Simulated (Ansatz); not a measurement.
The cluster Mg2Si5⁻. The state is a doublet with charge -1. Geometry PBE-D4/def2-SVPD; atoms count from 1.

```xyz
7

Mg    0.003   -1.543   -1.307
Mg    0.935    1.258   -1.276
Si   -0.352    2.153    0.902
Si    2.298   -0.763   -0.207
Si   -1.582   -1.528    0.854
Si   -1.668    0.560   -0.172
Si    0.365   -0.137    1.207
```

Another isomer (doublet) lies 0.91 eV lower at PBE0-D4/def2-TZVPD; other spin states weren't run for this one.

Problem. Estimate the Mulliken populations from the PBE0/def2-TZVPD orbitals of Ansatz.

Solution. 
| atom | charge (e) | spin (α − β) |
| --- | --- | --- |
| Mg1 | 0.24 | -0.02 |
| Mg2 | 0.24 | -0.03 |
| Si3 | -0.41 | 0.33 |
| Si4 | -0.63 | 0.65 |
| Si5 | -0.41 | 0.33 |
| Si6 | -0.09 | -0.13 |
| Si7 | 0.06 | -0.12 |
Mulliken values depend strongly on the basis. With diffuse functions, as here, like atoms can get unlike values, and bond orders can come out too low or too high.

Problem. Where does the spin sit?

Solution. Summed by element: Mg -0.05, Si 1.05, of 1 unpaired in all. Largest on single atoms: Si4 0.65, Si3 0.33, Si5 0.33.

Problem. And the Mayer bond orders between heavy atoms (over 0.3)?

Solution. Mg1–Mg2 0.33 (2.95 Å); Mg1–Si4 0.63 (2.66 Å); Mg1–Si5 0.56 (2.68 Å); Mg1–Si6 0.33 (2.92 Å); Mg2–Si3 0.55 (2.68 Å); Mg2–Si4 0.63 (2.66 Å); Mg2–Si6 0.33 (2.91 Å); Si3–Si6 0.96 (2.33 Å); Si3–Si7 0.76 (2.42 Å); Si4–Si7 0.77 (2.48 Å); Si5–Si6 0.96 (2.33 Å); Si5–Si7 0.76 (2.42 Å); Si6–Si7 0.56 (2.55 Å).
